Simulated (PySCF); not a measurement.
Molecular orbitals of SiHg⁻

UHF at R = 2.809 Å; PySCF, scalar-relativistic core potentials, basis sets Si def2-SVPD, Hg def2-SVPD with ECP60. State: ⁴Σ⁻ (quartet), unpaired electrons σ ↑, π ↑↑. Only the outer orbitals are listed, counted within each symmetry, core potentials removing the inner ones.

```json
{"spin": "α", "orbital": "8σ", "occ.": "1", "ε (eV)": "-5.08", "on Si (%)": "28", "main shells (%)": "71 Hg s, 24 Si p"}
{"spin": "α", "orbital": "4π", "occ.": "1", "ε (eV)": "-2.16", "on Si (%)": "94", "main shells (%)": "94 Si p"}
{"spin": "α", "orbital": "4π", "occ.": "1", "ε (eV)": "-2.16", "on Si (%)": "94", "main shells (%)": "94 Si p"}
{"spin": "α", "orbital": "9σ", "occ.": "1", "ε (eV)": "-1.23", "on Si (%)": "54", "main shells (%)": "48 Si p, 34 Hg p, 12 Hg s"}
{"spin": "α", "orbital": "5π", "occ.": "0", "ε (eV)": "6.46", "on Si (%)": "8", "main shells (%)": "92 Hg p"}
{"spin": "α", "orbital": "5π", "occ.": "0", "ε (eV)": "6.46", "on Si (%)": "8", "main shells (%)": "92 Hg p"}
{"spin": "α", "orbital": "10σ", "occ.": "0", "ε (eV)": "6.73", "on Si (%)": "102", "main shells (%)": "102 Si s"}
{"spin": "β", "orbital": "7σ", "occ.": "1", "ε (eV)": "-6.51", "on Si (%)": "69", "main shells (%)": "68 Si s, 28 Hg s"}
{"spin": "β", "orbital": "8σ", "occ.": "1", "ε (eV)": "-3.27", "on Si (%)": "30", "main shells (%)": "70 Hg s, 27 Si s"}
{"spin": "β", "orbital": "9σ", "occ.": "0", "ε (eV)": "6.10", "on Si (%)": "44", "main shells (%)": "61 Hg p, 30 Si s, 12 Si p"}
{"spin": "β", "orbital": "4π", "occ.": "0", "ε (eV)": "6.18", "on Si (%)": "12", "main shells (%)": "88 Hg p, 15 Si p"}
{"spin": "β", "orbital": "4π", "occ.": "0", "ε (eV)": "6.18", "on Si (%)": "12", "main shells (%)": "88 Hg p, 15 Si p"}
```

**Question.** Which are the highest filled and the lowest empty level, where do they sit, and how wide is the gap?

**Answer.** Highest filled α 9σ at -1.23 eV (in %: 48 Si p, 34 Hg p, 12 Hg s); lowest empty β 9σ at 6.10 eV (in %: 61 Hg p, 30 Si s, 12 Si p); the gap at UHF is 7.33 eV. An empty level above zero is unbound, and its energy depends on the basis.

The bond order (Mayer) is 0.67 and the ⟨S²⟩ is 3.772. The charge on Si (Mulliken, basis-dependent) is -0.69. The charge on Si (Löwdin, basis-dependent) is -0.73. The dipole moment (positive dipole points towards Hg; it is taken about the centre of mass and depends on that origin) is 6.83 D, the polarisability along the bond is 173.1 bohr³ and the polarisability across the bond is 86.3 bohr³.

Shares are Mulliken populations and can fall outside 0 to 100 %.

Spin–orbit coupling is left out. The state is the lowest determinant that a PBE0 search found; another state may lie lower at other levels.
